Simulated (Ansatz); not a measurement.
Here is a job for Ansatz (an electronic-structure program).
Ansatz 0.2 input:
```yaml
crystal:
  periodic: [false, false, false]
  atoms:
    - {symbol: C, position_ang: [-1.22822450, -0.06393038, -0.03155835]}
    - {symbol: Si, position_ang: [0.59642478, 0.03104454, 0.01532471]}
    - {symbol: H, position_ang: [-1.86786667, 0.79391978, 0.15621786]}
    - {symbol: H, position_ang: [-1.76494933, -0.98301168, -0.24956047]}
    - {symbol: H, position_ang: [1.38525197, -1.17029396, 0.24283199]}
    - {symbol: H, position_ang: [1.26696403, 1.30834460, -0.17468520]}
basis:
  gaussian:
    orbitals: 6-31G__.json
hamiltonian:
  xc: blyp
total_charge: 1
magnetization: {spin_polarized: true, initial_magnetization: 1}
```
The basis file holds 6-31G** in the JSON format of the Basis Set Exchange.

Q: What does this run give for the number of basis functions, <S^2>, total energy?

A: 
```json
{
  "number_of_basis_functions": "54",
  "<S^2>": "0.752",
  "total_energy": "-329.5817 Eh"
}
```
